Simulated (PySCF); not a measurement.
# [Nd(H2O)4]3+ at several levels of theory

Computed with PySCF 2.14.0 (density fitting, no spin-orbit coupling) at the geometry relaxed with r2SCAN:

```xyz
13
[Nd(H2O)4]3+ (singlet in the valence; each metal's 4f electrons, 3 of them, lie in its core potential, out of spins and levels)
Nd    0.0000    0.0000    0.0000
O     1.4291    1.3007    1.3653
H     1.3740    1.4616    2.3364
H     2.2316    1.8084    1.1006
O    -1.4292   -1.3653    1.3007
H    -2.2315   -1.1005    1.8086
H    -1.3740   -2.3365    1.4616
O     1.4291   -1.3007   -1.3653
H     2.2316   -1.8084   -1.1006
H     1.3740   -1.4616   -2.3364
O    -1.4292    1.3653   -1.3007
H    -1.3740    2.3365   -1.4616
H    -2.2315    1.1005   -1.8086
```

```json
{"level": "r2SCAN", "basis": "Nd lcecp-1-SVP with ECP49, O def2-SVP, H def2-SVP", "state": "singlet", "HOMO (eV)": "-22.56", "gap (eV)": "6.56", "charge on Nd1 (e)": "1.78", "population of f-type functions on Nd1 (polarisation alone where 4f lies in the core)": "0.05", "dipole about the centre of mass (D)": "0.00", "largest force component (eV/Å)": "0.03"}
{"level": "M06-L", "basis": "the same", "state": "singlet", "HOMO (eV)": "-22.53", "gap (eV)": "6.74", "charge on Nd1 (e)": "1.91", "population of f-type functions on Nd1 (polarisation alone where 4f lies in the core)": "0.05", "dipole about the centre of mass (D)": "0.00", "largest force component (eV/Å)": "0.14"}
{"level": "HF", "basis": "the same", "state": "singlet", "HOMO (eV)": "-28.83", "gap (eV)": "17.23", "charge on Nd1 (e)": "2.17", "population of f-type functions on Nd1 (polarisation alone where 4f lies in the core)": "0.05", "dipole about the centre of mass (D)": "0.00", "largest force component (eV/Å)": "0.98"}
{"level": "B3LYP", "basis": "the same", "state": "singlet", "HOMO (eV)": "-23.66", "gap (eV)": "8.01", "charge on Nd1 (e)": "1.75", "population of f-type functions on Nd1 (polarisation alone where 4f lies in the core)": "0.05", "dipole about the centre of mass (D)": "0.00", "largest force component (eV/Å)": "0.05"}
{"level": "r2SCAN", "basis": "Nd lcecp-1-TZVP with ECP49, O def2-TZVP, H def2-TZVP", "state": "singlet", "HOMO (eV)": "-22.57", "gap (eV)": "6.65", "charge on Nd1 (e)": "2.17", "population of f-type functions on Nd1 (polarisation alone where 4f lies in the core)": "0.07", "dipole about the centre of mass (D)": "0.00", "largest force component (eV/Å)": "0.24"}
```

In the lcecp rows the 4f levels are missing from HOMO and gap, and the state counts the valence alone.

Charges are Mulliken's, which hang on the basis. The relaxation used the grid (50, 194), these runs (75, 302) or, all-electron (x2c bases, spin-free X2C Hamiltonian), (99, 590).

Task: What does PBE with Nd lcecp-1-SVP with ECP49, O def2-SVP, H def2-SVP give here?

Result: state singlet, HOMO (eV) -22.11, gap (eV) 5.82, charge on Nd1 (e) 1.63, population of f-type functions on Nd1 (polarisation alone where 4f lies in the core) 0.05, dipole about the centre of mass (D) 0.00, largest force component (eV/Å) 0.36. Time: 16 s on 2 threads of Arm Neoverse V1 (shared host), from an already converged density.

In the first row's basis the gap widens with exact exchange: 5.8 to 6.7 eV for PBE, r2SCAN, M06-L (none); 8.0 eV for B3LYP (a fixed share); 17.2 eV for Hartree–Fock (rising or full at long range).

No frequency check is given that shows the relaxed geometry to be a minimum. An lcecp potential fixes the number of 4f electrons, so in runs with it no electron can move into or out of that shell.
